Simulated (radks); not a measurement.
The nuclear charge of neutral bromine is varied continuously with 35 electrons held in [Ar] 3d10 4s2 4p5. All-electron calculation, Dirac Kohn-Sham, PBE, spin-unpolarised, spherical densities, point nucleus; open shells are shared between the two j in proportion to 2j + 1. Program: a radial shooting solver on a logarithmic mesh with Libxc functionals. By the Hellmann-Feynman theorem dE/dZ = E(electron-nucleus)/Z, the electronic potential at the nucleus.

| Z | E (hartree) | E(electron-nucleus)/Z (hartree) | HOMO | e(HOMO) (eV) | <r> HOMO (bohr) |
|---|---|---|---|---|---|
| 34.75 | -2561.84015 | -178.130 | 4p3/2 | -5.242 | 2.218 |
| 35 | -2606.59107 | -179.877 | 4p3/2 | -7.699 | 2.122 |
| 35.25 | -2651.77826 | -181.621 | 4p3/2 | -10.346 | 2.039 |
| 35.5 | -2697.40135 | -183.364 | 4p3/2 | -13.170 | 1.966 |
| 35.75 | -2743.46008 | -185.106 | 4p3/2 | -16.162 | 1.900 |
| 36 | -2789.95429 | -186.848 | 4p3/2 | -19.313 | 1.841 |

The central difference of E at Z = 35 is -179.876 hartree, to compare with the third column; the second derivative is -6.98 hartree.
